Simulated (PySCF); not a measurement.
Geometry:
```
atom   x (Å)   y (Å)   z (Å)
  C1   2.592  -0.454   0.093
  C2   1.518   0.082   0.175
 Si3  -0.133   0.877   0.299
  F4  -0.275   2.038  -0.796
  C5  -1.409  -0.483  -0.269
  F6  -2.679  -0.029  -0.271
  F7  -1.407  -1.557   0.550
  F8  -1.176  -0.961  -1.505
  H9   3.531  -0.922   0.013
 H10  -0.554   1.414   1.576
```

PySCF 2.14.0 with density-fitted response routines calculation with GIAO PBE0/pcSseg-1 shieldings and coordinates at the GFN2-xTB level; no solvent model, non-relativistic Hamiltonian, averaged over atoms made equivalent by symmetry, fast rotation or ring inversion, one conformer.

References, each an isolated molecule treated in the same way: ¹³C and ¹H and ²⁹Si vs TMS; ¹⁹F against CFCl3.

```csv
atoms,nucleus,count,δ (ppm)
F4,¹⁹F,1,-202.1
C1,¹³C,1,107.2
C5,¹³C,1,?
C2,¹³C,1,82.4
H10,¹H,1,?
Si3,²⁹Si,1,-38.3
F6/F7/F8,¹⁹F,3,-77.9
H9,¹H,1,2.20
```

Complete the table.

Answers


- C5: 135.8 ppm, CF3 carbon; 3 electronegative neighbours deshield it
- H10: 4.98 ppm, hydrogen on a silicon bonded to 2 C, F

Shifts are as computed. Against solution values, carbons near 30 ppm lie about +3 ppm off and those near 130 ppm about +5 ppm. Of 1211 compounds with measured shifts, 218 miss one by over three times the rms of a fit or turn the order of signals round; such compounds aren't used in these exercises. Unscaled 19F shifts against computed CFCl3 carry errors that often reach 10 to 50 ppm.
